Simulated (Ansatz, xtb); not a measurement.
**Two isomers of C7H7NS**

We compare X, `Cn1ccc2sccc21`, a singlet, with Y, `CCc1sccc1C#N`, a singlet. Both are isolated molecules in the gas phase, relaxed with r2SCAN-D4/def2-SVP; the shapes shown needn't be the lowest conformers.

X (Å):

```xyz
16

C    -2.0618    0.1366    2.5454
C    -1.1038   -0.0833    0.2231
C     0.1280    0.0698   -0.3970
C     1.0252    0.4611    0.6332
C     2.3899    1.1312    2.5999
C     1.0816    0.9136    2.9697
C     0.3081    0.5313    1.8389
N    -0.9984    0.1955    1.5725
S     2.6868    0.8762    0.8994
H    -1.8528   -0.6219    3.3183
H    -2.9992   -0.1304    2.0399
H    -2.1987    1.1124    3.0401
H    -2.0648   -0.3738   -0.2006
H     0.3333   -0.0843   -1.4543
H     3.2191    1.4331    3.2400
H     0.7180    1.0261    3.9925
```

Y (Å):

```yaml
atoms:
  - { symbol: C, position_ang: [-1.7782, 2.2187, 1.7657] }
  - { symbol: C, position_ang: [-1.5354, 0.7157, 1.5820] }
  - { symbol: C, position_ang: [-0.5189, 0.4175, 0.5250] }
  - { symbol: C, position_ang: [1.5872, 0.0416, -0.7759] }
  - { symbol: C, position_ang: [0.4872, 0.0957, -1.5901] }
  - { symbol: C, position_ang: [-0.7213, 0.3152, -0.8495] }
  - { symbol: C, position_ang: [-2.0167, 0.4237, -1.4282] }
  - { symbol: N, position_ang: [-3.0872, 0.5191, -1.8822] }
  - { symbol: S, position_ang: [1.1600, 0.2538, 0.8838] }
  - { symbol: H, position_ang: [-0.8511, 2.7355, 2.0585] }
  - { symbol: H, position_ang: [-2.1407, 2.6724, 0.8307] }
  - { symbol: H, position_ang: [-2.5332, 2.3954, 2.5469] }
  - { symbol: H, position_ang: [-2.4788, 0.2206, 1.2958] }
  - { symbol: H, position_ang: [-1.2190, 0.2645, 2.5369] }
  - { symbol: H, position_ang: [2.6273, -0.1221, -1.0573] }
  - { symbol: H, position_ang: [0.5190, -0.0190, -2.6745] }
```

Quicker runs give these differences E(Y) − E(X): GFN2-xTB +1.219 eV; HF/STO-3G −0.186 eV (at GFN2-xTB geometries); r2SCAN-D4/def2-SVP//GFN2-xTB +0.212 eV.

Question: Estimate E(Y) − E(X) at the level CCSD(T)/def2-SVP + ΔMP2/def2-TZVPP.

Answer: Calculated at CCSD(T)/def2-SVP + ΔMP2/def2-TZVPP: E(Y) − E(X) = −0.279 eV, so structure Y lies lower.

How the difference moves with the method:

| level | geometry | E(Y) − E(X) (eV) | departure from the last row (eV) | job, with rough time for the two |
| --- | --- | --- | --- | --- |
| GFN2-xTB | GFN2-xTB | +1.219 | +1.498 | optimisation, 0.16 s |
| HF/STO-3G | GFN2-xTB | −0.186 | +0.093 | single point, 0.62 s |
| r2SCAN-D4/def2-SVP//GFN2-xTB | GFN2-xTB | +0.212 | +0.491 | single point, 5.5 s |
| r2SCAN-D4/def2-SVP | r2SCAN-D4/def2-SVP | +0.196 | +0.475 | optimisation, 49 s |
| HF/def2-SVP | r2SCAN-D4/def2-SVP | −0.345 | −0.065 | part of the CCSD(T) run |
| MP2/def2-SVP | r2SCAN-D4/def2-SVP | −0.268 | +0.011 | part of the CCSD(T) run |
| CCSD(T)/def2-SVP | r2SCAN-D4/def2-SVP | −0.325 | −0.046 | single point |
| CCSD(T)/def2-SVP + ΔMP2/def2-TZVPP | r2SCAN-D4/def2-SVP | −0.279 |  | single point, 3.2 min |

As drawn, Y has 3 C–C, 1 C≡N in place of 1 C–N, 2 C∷N, 2 C∷C (∷ is an aromatic bond). Structure X has 2 5-membered rings (with an aromatic ring), Y a 5-membered ring (with an aromatic ring).

GFN2-xTB, r2SCAN-D4/def2-SVP//GFN2-xTB, r2SCAN-D4/def2-SVP put the two in the other order. The largest departure from CCSD(T)/def2-SVP + ΔMP2/def2-TZVPP is that of GFN2-xTB, 1.498 eV. The last row adds to CCSD(T) the change of the MP2 difference between the two basis sets, here +0.046 eV.

With thermal terms from frequencies at re-optimised GFN2-xTB minima (ideal gas, soft modes damped towards free rotors, one conformer each, 298.15 K, 1 atm): the zero-point term adds −0.042 eV; ΔH is −0.289 and ΔG −0.368 eV.

The correlated steps freeze 13 core orbitals. Run with Ansatz 0.2.0, xtb 6.7.1; the last row on 4 threads of Arm Neoverse V1 on a shared host.
